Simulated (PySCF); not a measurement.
## Vertical excitation energies

Ge(NCS)Me3, C₄H₉GeNS.
SMILES: `[CH3][Ge]([CH3])([CH3])[N]=C=S`

Level of theory: TDDFT PBE0/def2-SVPD, vertical, gas phase, core orbitals frozen in the response in PySCF. Isolated species at its PBE0-D3(BJ)/def2-SVP geometry, gas phase. The PBE0/def2-SVPD calculation is non-relativistic and has no spin–orbit coupling, an omission that weighs most on germanium.

Q: Predict the UV-vis stick spectrum at this level.

A: 

```tsv
state	E (eV)	E (kJ/mol)	λ (nm)	f	main configurations (H = HOMO, L = LUMO)
S1	5.19	501	238.8	0.0000	H-1/H→L+1/L+2 (≥83%), H-1/H→L (≥11%)
S2	5.39	520	230.2	0.0009	H-1/H→L+1/L+2 (≥70%)
S3	5.39	520	230.1	0.0009	H-1/H→L+1/L+2 (≥69%)
S4	6.17	595	200.9	0.0008	H-1/H→L (≥67%), H-1/H→L+1/L+2 (≥18%)
S5	6.17	595	200.9	0.0007	H-1/H→L (≥67%), H-1/H→L+1/L+2 (≥18%)
S6	6.85	661	180.9	0.844	H-1/H→L+1/L+2 (≥58%), H-1/H→L+5 (≥9%)
S7	6.91	666	179.5	0.045	H-1/H→L+3 (≥87%)
S8	6.91	666	179.5	0.053	H-1/H→L+3 (≥86%)
S9	7.36	710	168.4	0.0014	H-1/H→L+4 (≥80%), H-1/H→L+5 (≥11%)
S10	7.37	711	168.3	0.0035	H-1/H→L+4 (≥47%), H-1/H→L+5 (≥34%)
S11	7.37	711	168.3	0.0042	H-1/H→L+5 (≥81%)
S12	7.45	718	166.5	0.0062	H-1/H→L+6 (≥85%)
S13	7.45	719	166.5	0.0042	H-1/H→L+6 (≥84%)
S14	7.79	752	159.1	0.385	H-1/H→L+5 (≥28%), H-1/H→L+4 (≥28%), H-1/H→L+7 (≥10%)
```

Triplets, Tamm–Dancoff:

| state | E (eV) | λ (nm) | main configurations (H = HOMO, L = LUMO) |
| --- | --- | --- | --- |
| T1 | 4.55 | 272.8 | H-1/H→L+1/L+2 (≥80%), H-1/H→L (≥10%) |
| T2 | 4.82 | 257.4 | H-1/H→L+1/L+2 (≥67%) |
| T3 | 4.82 | 257.4 | H-1/H→L+1/L+2 (≥66%) |

The lowest singlet comes at 239 nm (501 kJ/mol) in the ultraviolet; it is dark (f under 0.0005); its leading configuration is HOMO-1/HOMO→LUMO+1/LUMO+2 (≥83%). The most intense listed level is S6 at 6.85 eV (181 nm, f = 0.844), 1.66 eV above S1. S2/S3, S4/S5, S7/S8, S9/S10/S11 and S12/S13 lie within about 0.01 eV of each other in each set. Löwdin shares by element: HOMO (one of a set within 0.03 eV) sulfur 57%, nitrogen 19%, carbon 18% or more; LUMO (one of a set within 0.03 eV) carbon 18% or more, germanium 18%, sulfur 13% (atoms not listed hold the other 51%). Of the 14 states listed, 4 reach f = 0.01 and 1 stays under 0.0005. The oscillator strengths of these states sum to 1.349; summed over the whole spectrum of an exact calculation they would give the number of electrons, 88 (Thomas–Reiche–Kuhn). Weighted by f, the mean energy of these states is 7.13 eV. Orbitals of the list HOMO-3 to LUMO+2 that lie within 0.01 eV of each other are written together with a slash and their weights summed (≥ marks a lower bound); for degenerate orbitals outside that list single weights are arbitrary. Singlets were solved by full linear response, triplets in the Tamm–Dancoff approximation. The highest level found (7.83 eV, f 0.020 so far) is left out, since the window may have cut off a degenerate partner.
